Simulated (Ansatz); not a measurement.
Reactions of `C=[C]([AlH2])[GeH3]`.

Program: Ansatz. Geometries: PBE0-D4/def2-TZVP. ΔE: electronic, gas phase. CCSD(T)/CBS is the MP2 limit (def2-TZVPP, def2-QZVPP) plus CCSD(T) − MP2 in def2-TZVPP, frozen cores. This one scheme is used for every species. Functionals use def2-TZVPP. B3LYP here is the variant with VWN-RPA as its local correlation; programs differ in this. For Br, Ge outer-core shells are correlated without core-valence functions, which leaves a few kJ/mol of doubt a bond. Scalar relativity is left out up to krypton. Each species was taken in one conformer, which may not be the lowest.

```json
{"reaction": "`C=[C]([AlH2])[GeH3]` + `[OH][GeH2][OH]` → `[OH][GeH]([OH])[GeH3]` + `C=[CH][AlH2]`", "MP2/CBS(def2) (kJ/mol)": "-28", "B3LYP-D4 (kJ/mol)": "-41"}
{"reaction": "`C=[C]([AlH2])[GeH3]` + CH₃OH → `C[O][AlH2]` + `C=[CH][GeH3]`", "MP2/CBS(def2) (kJ/mol)": "-124", "B3LYP-D4 (kJ/mol)": "-129"}
{"reaction": "`C=[C]([AlH2])[GeH3]` + `N[SiH2]F` → `F[SiH2][NH][AlH2]` + `C=[CH][GeH3]`", "MP2/CBS(def2) (kJ/mol)": "-91", "B3LYP-D4 (kJ/mol)": "-92"}
{"reaction": "`C=[C]([AlH2])[GeH3]` + `O[SiH](O)F` → `O[SiH](F)[O][GeH3]` + `C=[CH][AlH2]`", "MP2/CBS(def2) (kJ/mol)": "-40", "B3LYP-D4 (kJ/mol)": "-51"}
{"reaction": "`C=[C]([AlH2])[GeH3]` + HBr → `[AlH2][Br]` + `C=[CH][GeH3]`", "MP2/CBS(def2) (kJ/mol)": "-157", "B3LYP-D4 (kJ/mol)": "-152"}
{"reaction": "`C=[C]([AlH2])[GeH3]` + H₂O → `C=[C](O)[AlH2]` + GeH₄", "MP2/CBS(def2) (kJ/mol)": "73", "B3LYP-D4 (kJ/mol)": "44"}
```

Give the CCSD(T)/CBS values in the same order. (Estimate.)

The calculation gave: -33, -124, -92, -44, -155, 64 kJ/mol.

Largest T1 diagnostic: 0.013, for `C=[C](O)[AlH2]`.
